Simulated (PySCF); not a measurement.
C2H3O3, SMILES COC([O])=O, multiplicity 2.

Geometry optimised at B3LYP-D3(BJ)/def2-SVP. The geometry has at least one imaginary mode, so it is a saddle point at that level. The isomer is the one that the SMILES or the coordinates give; other isomers of the formula were not compared.

All values below come from PySCF 2.14.0 with TDA-B3LYP/def2-SVPD.

Vertical excitations. Gas-phase values at a fixed geometry.

```json
[
 {"state": "root 1", "energy (eV)": "1.04", "λ (nm)": "1190", "f": "0.000", "main pairs": "β HOMO→LUMO 99 %"},
 {"state": "root 2", "energy (eV)": "2.43", "λ (nm)": "511", "f": "0.000", "main pairs": "β HOMO−2→LUMO 97 %"},
 {"state": "root 3", "energy (eV)": "2.66", "λ (nm)": "467", "f": "0.040", "main pairs": "β HOMO−1→LUMO 88 %"},
 {"state": "root 4", "energy (eV)": "3.85", "λ (nm)": "322", "f": "0.002", "main pairs": "β HOMO−3→LUMO 91 %"},
 {"state": "root 5", "energy (eV)": "5.20", "λ (nm)": "238", "f": "0.007", "main pairs": "β HOMO−4→LUMO 82 %"},
 {"state": "root 6", "energy (eV)": "5.46", "λ (nm)": "227", "f": "0.000", "main pairs": "β HOMO−5→LUMO 89 %"},
 {"state": "root 7", "energy (eV)": "6.70", "λ (nm)": "185", "f": "0.020", "main pairs": "β HOMO−7→LUMO 71 %, β HOMO−6→LUMO 19 %"},
 {"state": "root 8", "energy (eV)": "7.04", "λ (nm)": "176", "f": "0.002", "main pairs": "α HOMO−1→LUMO+1 42 %, β HOMO→LUMO+2 52 %"},
 {"state": "root 9", "energy (eV)": "7.21", "λ (nm)": "172", "f": "0.012", "main pairs": "β HOMO−6→LUMO 73 %, β HOMO−7→LUMO 16 %"},
 {"state": "root 10", "energy (eV)": "7.45", "λ (nm)": "166", "f": "0.000", "main pairs": "β HOMO−1→LUMO+2 95 %"}
]
```
Unrestricted roots are not spin-pure.
